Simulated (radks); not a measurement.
Question: La IV, configuration [Xe]. Calculated with a radial shooting solver on a logarithmic mesh with Libxc functionals: Dirac Kohn-Sham, AM05, spin-unpolarised, spherical densities, point nucleus. Some entries of the table are withheld. Estimate them.

| orbital | occ. | eigenvalue (eV) | r(max) (bohr) | <r> (bohr) |
|---|---|---|---|---|
| 1s1/2 | 2 | -38705.55 | 0.01609 | 0.02508 |
| 2s1/2 | 2 | -6179.973 | 0.09116 | 0.1070 |
| 2p1/2 | 2 | -5831.067 | 0.06952 | 0.08995 |
| 2p3/2 | 4 | -5418.571 | 0.07469 | 0.09605 |
| 3s1/2 | 2 | -1339.874 | 0.2608 | 0.2851 |
| 3p1/2 | 2 | -1192.711 | 0.2474 | 0.2749 |
| 3p3/2 | 4 | -1112.326 | 0.2587 | 0.2869 |
| 3d3/2 | 4 | -854.1461 | 0.2081 | 0.2578 |
| 3d5/2 | 6 | -836.9297 | 0.2113 | 0.2616 |
| 4s1/2 | 2 | (1) | 0.6087 | 0.6544 |
| 4p1/2 | 2 | -234.7387 | 0.6190 | 0.6746 |
| 4p3/2 | 4 | -217.5382 | 0.6434 | 0.7018 |
| 4d3/2 | 4 | (2) | 0.6674 | 0.7618 |
| 4d5/2 | 6 | (3) | 0.6754 | 0.7715 |
| 5s1/2 | 2 | -61.6527 | 1.404 | 1.539 |
| 5p1/2 | 2 | -46.5971 | 1.530 | 1.706 |
| 5p3/2 | 4 | -43.9135 | 1.593 | 1.775 |
| 4f5/2 | 0 | -27.5558 | 0.7396 | 1.109 |
| 4f7/2 | 0 | -27.2658 | 0.7444 | 1.118 |
| 5d3/2 | 0 | -23.4314 | 2.028 | 2.355 |
| 5d5/2 | 0 | -23.1282 | 2.052 | 2.382 |
| 6s1/2 | 0 | -20.0560 | 3.215 | 3.440 |

Answer: 
(1) 4s1/2 eigenvalue (eV): -288.8873
(2) 4d3/2 eigenvalue (eV): -128.6966
(3) 4d5/2 eigenvalue (eV): -125.7091
